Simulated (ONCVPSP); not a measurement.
## Ranking ONCV potentials for Mg

All share these settings but for the change named:

ONCVPSP 4.0.1 input, shortened (lines: element, Z, core and valence counts, functional; n l f; lmax; l rc ep ncon nbas qcut; lloc lpopt rc5 dvloc0; l nproj debl; icmod fcfact rcfact), LDA (Perdew-Zunger), scalar-relativistic:

```
  Mg 12.00    1    3        3      upf
    1    0    2.00
    2    0    2.00
    2    1    6.00
    3    0    2.00
    1
    0    1.20    0.00    4    7    7.50
    1    0.65    0.00    3    7   19.10
    4    5    0.60    0.00
    0    2    1.20
    1    2    2.50
    1    0.25    0.00
```

Cutoff: the first of the cutoffs (Ha) at which the residual kinetic energy of the hardest occupied pseudo-wave falls to 1 and 0.1 mHa per electron; the density cutoff is not measured.

The base gives 138 Ha.

Of 5 variants that were run, those that failed, showed a ghost or another fault, or gave nearly equal values are left out.

A variant can come out equal or close to the base.

**Question.** Rank these variants from softest to hardest (loose cutoff).
A. p: qcut 29.4
B. s: qcut 10.4
C. p: rc 0.48; local potential polynomial inside 0.48 bohr (lpopt 5, dvloc0 0 Ha)

**Answer.** B (138 Ha), C (177 Ha), A (199 Ha).
